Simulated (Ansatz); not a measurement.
Reactions of C$_{4}$H$_{6}$ClF, SMILES `C=C(C)C(F)Cl`.

Program: Ansatz. Geometries: PBE0-D4/def2-TZVP. ΔE: electronic, gas phase. CBS: MP2 limit from def2 TZ/QZ plus the TZ coupled-cluster correction, frozen cores. This one scheme is used for every species. DFT in def2-TZVPP. For V outer-core shells are correlated without core-valence functions, which leaves a few kJ/mol of doubt a bond. Scalar relativity is left out up to krypton. Each species was taken in one conformer, which may not be the lowest.

```csv
reaction,MP2/CBS(def2) (eV),ωB97M-V (eV),CCSD/CBS(def2) (eV),CCSD(T)/CBS(def2) (eV)
`C=C(C)C(F)Cl` + H₂ → `C=CC(F)Cl` + CH₄,-0.48,-0.55,-0.59,-0.54
`C=C(C)C(F)Cl` + H₂ → `FCCl` + propene,-0.26,-0.34,-0.41,-0.33
`C=C(C)C(F)Cl` → `C/C(F)=C(/C)Cl`,-0.14,-0.14,-0.11,-0.12
`C=C(C)C(F)Cl` + `[NH]=[V]([NH2])([NH2])[NH2]` → `C[N]=[V]([NH2])([NH2])[NH2]` + `C=CC(F)Cl`,-0.03,0.24,0.20,0.19
```

Largest T1 diagnostic: 0.032, for `[NH]=[V]([NH2])([NH2])[NH2]`, so its coupled-cluster energy is less sure.
